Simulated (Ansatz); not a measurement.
C3H8SSi (`C=C[SiH](C)S`), relaxed with RKS PBE0-D4/def2-TZVP in Ansatz from a PBE-D4/def2-SVP geometry. The force threshold is 0.005 eV/Å; the program also tests the step.

The species carries charge 0 and has multiplicity 1.

Start:

```xyz
13

C     1.438    1.791   -0.361
C     0.857    0.836    0.396
Si   -0.210   -0.530   -0.321
C    -1.918   -0.601    0.473
S     0.681   -2.470    0.087
H     2.067    2.588    0.072
H     1.302    1.822   -1.458
H     1.031    0.849    1.489
H    -0.312   -0.285   -1.805
H    -1.833   -0.755    1.568
H    -2.466    0.346    0.296
H    -2.515   -1.434    0.051
H     1.877   -2.157   -0.485
```

Problem. How much energy does the relaxation release, and in how many steps? (Estimate.)

Solution. The calculation gave: 1.45 kcal/mol, in 5 steps, 1 of them rejected.

Problem. Which bonds change most? (Best estimate.)

Solution. Computed: Si3–S5 from 2.174 to 2.147 Å; Si3–C4 from 1.885 to 1.864 Å; S5–H13 from 1.362 to 1.343 Å; Si3–H9 from 1.508 to 1.489 Å.

Problem. Give the relaxed structure. (Estimate.)

Solution. Ansatz gave: 
```xyz
13

C     1.410    1.771   -0.356
C     0.857    0.827    0.400
Si   -0.202   -0.523   -0.308
C    -1.897   -0.593    0.466
S     0.670   -2.447    0.079
H     2.033    2.559    0.058
H     1.262    1.796   -1.433
H     1.045    0.844    1.473
H    -0.291   -0.279   -1.775
H    -1.825   -0.746    1.545
H    -2.431    0.343    0.287
H    -2.485   -1.410    0.042
H     1.853   -2.143   -0.479
```
